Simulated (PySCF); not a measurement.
PySCF input (HF/def2-TZVPD):

```python
from pyscf import gto, scf, dft

mol = gto.M(
    atom='''
    O    -0.00000000   -0.00000000   -0.51622979
    O     0.00000000    0.00000000    0.51622979
    ''',
    basis='def2-tzvpd',
    charge=2,
    spin=0,
    verbose=4,
)

mf = scf.RHF(mol).density_fit(auxbasis='def2-universal-jkfit')
mf.conv_tol = 1e-9
mf.max_cycle = 100
mf.max_memory = 1500
mf.kernel()
if not mf.converged:
    mf = mf.newton()
    mf.kernel(mf.make_rdm1())
mf.analyze()
```

Output:

```
PySCF version 2.14.0

[INPUT] verbose = 4
[INPUT] num. atoms = 2
[INPUT] num. electrons = 14
[INPUT] charge = 2
[INPUT] spin (= nelec alpha-beta = 2S) = 0
[INPUT] symmetry False subgroup None
[INPUT] Mole.unit = angstrom
[INPUT] Symbol           X                Y                Z      unit          X                Y                Z       unit  Magmom
[INPUT]  1 O      0.000000000000   0.000000000000  -0.516229790000 AA    0.000000000000   0.000000000000  -0.975532920442 Bohr   0.0
[INPUT]  2 O      0.000000000000   0.000000000000   0.516229790000 AA    0.000000000000   0.000000000000   0.975532920442 Bohr   0.0

nuclear repulsion = 32.8025834182099
number of shells = 28
number of NR pGTOs = 110
number of NR cGTOs = 80
basis = def2-tzvpd
ecp = {}

******** <class 'pyscf.df.df_jk.DFRHF'> ********
method = DFRHF
initial guess = minao
damping factor = 0
level_shift factor = 0
DIIS = <class 'pyscf.scf.diis.CDIIS'>
diis_start_cycle = 1
diis_space = 8
diis_damp = 0
SCF conv_tol = 1e-09
SCF conv_tol_grad = None
SCF max_cycles = 100
direct_scf = False
Set gradient conv threshold to 3.16228e-05
Initial guess from minao.
******** <class 'pyscf.df.df.DF'> ********
auxbasis = def2-universal-jkfit
init E= -150.375806180397
  HOMO = -0.671618554876687  LUMO = -0.146340071518239  gap/eV = 14.29356
cycle= 1 E= -148.103132982471  delta_E= 2.27  |g|= 1.12  |ddm|= 1.39
  HOMO = -1.95298032465076  LUMO = -1.04717811027101  gap/eV = 24.64813
cycle= 2 E= -148.339626818956  delta_E= -0.236  |g|= 0.267  |ddm|= 0.677
  HOMO = -1.76693359629508  LUMO = -0.855941497225389  gap/eV = 24.78936
cycle= 3 E= -148.347339379935  delta_E= -0.00771  |g|= 0.0261  |ddm|= 0.145
  HOMO = -1.75519638574817  LUMO = -0.841846721151027  gap/eV = 24.85351
cycle= 4 E= -148.347505174748  delta_E= -0.000166  |g|= 0.0036  |ddm|= 0.0297
  HOMO = -1.75544259267179  LUMO = -0.841958093848024  gap/eV = 24.85718
cycle= 5 E= -148.347508576397  delta_E= -3.4e-06  |g|= 0.000519  |ddm|= 0.00424
  HOMO = -1.75547884618074  LUMO = -0.841937150626823  gap/eV = 24.85874
cycle= 6 E= -148.347508648909  delta_E= -7.25e-08  |g|= 2.1e-05  |ddm|= 0.000517
  HOMO = -1.7554809831328  LUMO = -0.841940507437978  gap/eV = 24.85870
cycle= 7 E= -148.347508649009  delta_E= -1.01e-10  |g|= 3.24e-06  |ddm|= 5.65e-05
  HOMO = -1.75548131252589  LUMO = -0.841940447753271  gap/eV = 24.85871
Extra cycle  E= -148.347508649012  delta_E= -2.67e-12  |g|= 8.17e-07  |ddm|= 5.18e-06
converged SCF energy = -148.347508649012
**** SCF Summaries ****
Total Energy =                        -148.347508649011843
Nuclear Repulsion Energy =              32.802583418209942
One-electron Energy =                 -254.323153687615559
Two-electron Energy =                   73.173061620393781
Two-electron Coulomb Energy =           88.613636949669143
DFT Exchange-Correlation Energy =      -15.440575329275362
HOMO-LUMO gap [eV] =                    24.858713116372378
**** MO energy ****
MO #1   energy= -21.8956487571749  occ= 2
MO #2   energy= -21.8926090189844  occ= 2
MO #3   energy= -2.89752051412002  occ= 2
MO #4   energy= -2.00453229171503  occ= 2
MO #5   energy= -1.78724168887662  occ= 2
MO #6   energy= -1.75548131252599  occ= 2
MO #7   energy= -1.75548131252589  occ= 2
MO #8   energy= -0.841940447753271 occ= 0
MO #9   energy= -0.841940447753246 occ= 0
MO #10  energy= -0.372181532815389 occ= 0
MO #11  energy= -0.302625615964083 occ= 0
MO #12  energy= -0.302625615963993 occ= 0
MO #13  energy= -0.295434987607348 occ= 0
MO #14  energy= -0.225266700906269 occ= 0
MO #15  energy= -0.193526973089565 occ= 0
MO #16  energy= -0.193526973089461 occ= 0
MO #17  energy= -0.162561523993305 occ= 0
MO #18  energy= -0.162561523993218 occ= 0
MO #19  energy= -0.132787229078482 occ= 0
MO #20  energy= -0.0713266461081119 occ= 0
MO #21  energy= -0.0128030962038963 occ= 0
MO #22  energy= 0.0393564886761805 occ= 0
MO #23  energy= 0.0393564886762614 occ= 0
MO #24  energy= 0.0597409391007832 occ= 0
MO #25  energy= 0.0597409391008045 occ= 0
MO #26  energy= 0.0694371973475293 occ= 0
MO #27  energy= 0.0694371973475911 occ= 0
MO #28  energy= 0.075495566078642  occ= 0
MO #29  energy= 0.0754955660786708 occ= 0
MO #30  energy= 0.111589111898811  occ= 0
MO #31  energy= 0.145936654460053  occ= 0
MO #32  energy= 0.356403415793956  occ= 0
MO #33  energy= 0.421538410881823  occ= 0
MO #34  energy= 0.498375981020027  occ= 0
MO #35  energy= 0.498375981020073  occ= 0
MO #36  energy= 0.820612221070471  occ= 0
MO #37  energy= 0.820612221070494  occ= 0
MO #38  energy= 0.822123270239946  occ= 0
MO #39  energy= 0.974954862380876  occ= 0
MO #40  energy= 0.974954862380932  occ= 0
MO #41  energy= 1.30889946626451   occ= 0
MO #42  energy= 1.30889946626454   occ= 0
MO #43  energy= 1.45298223202599   occ= 0
MO #44  energy= 1.72097891533012   occ= 0
MO #45  energy= 1.72097891533015   occ= 0
MO #46  energy= 2.00206602499985   occ= 0
MO #47  energy= 2.0045890641641    occ= 0
MO #48  energy= 2.00458906416412   occ= 0
MO #49  energy= 2.27584875165967   occ= 0
MO #50  energy= 2.60996711570846   occ= 0
MO #51  energy= 2.60996711570854   occ= 0
MO #52  energy= 2.66576119950023   occ= 0
MO #53  energy= 2.83890943574872   occ= 0
MO #54  energy= 3.44043154874309   occ= 0
MO #55  energy= 3.98988140785936   occ= 0
MO #56  energy= 3.9898814078594    occ= 0
MO #57  energy= 4.21906983116234   occ= 0
MO #58  energy= 4.21906983116241   occ= 0
MO #59  energy= 4.28947453777165   occ= 0
MO #60  energy= 4.28947453777167   occ= 0
MO #61  energy= 4.72658064671554   occ= 0
MO #62  energy= 4.72658064671557   occ= 0
MO #63  energy= 4.93356633790383   occ= 0
MO #64  energy= 5.6154507049481    occ= 0
MO #65  energy= 5.61545070494811   occ= 0
MO #66  energy= 5.66291713656024   occ= 0
MO #67  energy= 5.66291713656025   occ= 0
MO #68  energy= 5.81806632637675   occ= 0
MO #69  energy= 5.81806632637682   occ= 0
MO #70  energy= 5.88162744363546   occ= 0
MO #71  energy= 5.88162744363548   occ= 0
MO #72  energy= 6.19606779032158   occ= 0
MO #73  energy= 6.22438588832414   occ= 0
MO #74  energy= 6.22438588832415   occ= 0
MO #75  energy= 7.38201471376351   occ= 0
MO #76  energy= 7.38201471376358   occ= 0
MO #77  energy= 7.43806042337638   occ= 0
MO #78  energy= 7.8508035646894    occ= 0
MO #79  energy= 43.9555384648354   occ= 0
MO #80  energy= 44.7129669683939   occ= 0
 ** Mulliken pop on meta-lowdin orthogonal AOs  **
 ** Mulliken pop  **
pop of  0 O 1s            1.99999
pop of  0 O 2s            1.67159
pop of  0 O 3s            0.01744
pop of  0 O 4s            0.00045
pop of  0 O 5s            0.00144
pop of  0 O 6s            0.00050
pop of  0 O 2px           0.95235
pop of  0 O 2py           0.95235
pop of  0 O 2pz           1.25066
pop of  0 O 3px           0.03322
pop of  0 O 3py           0.03322
pop of  0 O 3pz           0.02502
pop of  0 O 4px           0.00029
pop of  0 O 4py           0.00029
pop of  0 O 4pz           0.00542
pop of  0 O 5px           0.00054
pop of  0 O 5py           0.00054
pop of  0 O 5pz           0.00077
pop of  0 O 3dxy          0.00000
pop of  0 O 3dyz          0.01010
pop of  0 O 3dz^2         0.02135
pop of  0 O 3dxz          0.01010
pop of  0 O 3dx2-y2       0.00000
pop of  0 O 4dxy          0.00000
pop of  0 O 4dyz          0.00023
pop of  0 O 4dz^2         0.00167
pop of  0 O 4dxz          0.00023
pop of  0 O 4dx2-y2       0.00000
pop of  0 O 5dxy          0.00000
pop of  0 O 5dyz          0.00214
pop of  0 O 5dz^2         0.00144
pop of  0 O 5dxz          0.00214
pop of  0 O 5dx2-y2       0.00000
pop of  0 O 4f-3          0.00000
pop of  0 O 4f-2          0.00000
pop of  0 O 4f-1          0.00114
pop of  0 O 4f+0          0.00227
pop of  0 O 4f+1          0.00114
pop of  0 O 4f+2          0.00000
pop of  0 O 4f+3          0.00000
pop of  1 O 1s            1.99999
pop of  1 O 2s            1.67159
pop of  1 O 3s            0.01744
pop of  1 O 4s            0.00045
pop of  1 O 5s            0.00144
pop of  1 O 6s            0.00050
pop of  1 O 2px           0.95235
pop of  1 O 2py           0.95235
pop of  1 O 2pz           1.25066
pop of  1 O 3px           0.03322
pop of  1 O 3py           0.03322
pop of  1 O 3pz           0.02502
pop of  1 O 4px           0.00029
pop of  1 O 4py           0.00029
pop of  1 O 4pz           0.00542
pop of  1 O 5px           0.00054
pop of  1 O 5py           0.00054
pop of  1 O 5pz           0.00077
pop of  1 O 3dxy          0.00000
pop of  1 O 3dyz          0.01010
pop of  1 O 3dz^2         0.02135
pop of  1 O 3dxz          0.01010
pop of  1 O 3dx2-y2       0.00000
pop of  1 O 4dxy          0.00000
pop of  1 O 4dyz          0.00023
pop of  1 O 4dz^2         0.00167
pop of  1 O 4dxz          0.00023
pop of  1 O 4dx2-y2       0.00000
pop of  1 O 5dxy          0.00000
pop of  1 O 5dyz          0.00214
pop of  1 O 5dz^2         0.00144
pop of  1 O 5dxz          0.00214
pop of  1 O 5dx2-y2       0.00000
pop of  1 O 4f-3          0.00000
pop of  1 O 4f-2          0.00000
pop of  1 O 4f-1          0.00114
pop of  1 O 4f+0          0.00227
pop of  1 O 4f+1          0.00114
pop of  1 O 4f+2          0.00000
pop of  1 O 4f+3          0.00000
 ** Mulliken atomic charges  **
charge of    0O =      1.00000
charge of    1O =      1.00000

WARN: System has nonzero charge 2; the dipole moment is origin-dependent.
Location of origin: [0. 0. 0.]

Dipole moment(X, Y, Z, Debye):  0.00000,  0.00000, -0.00000
```
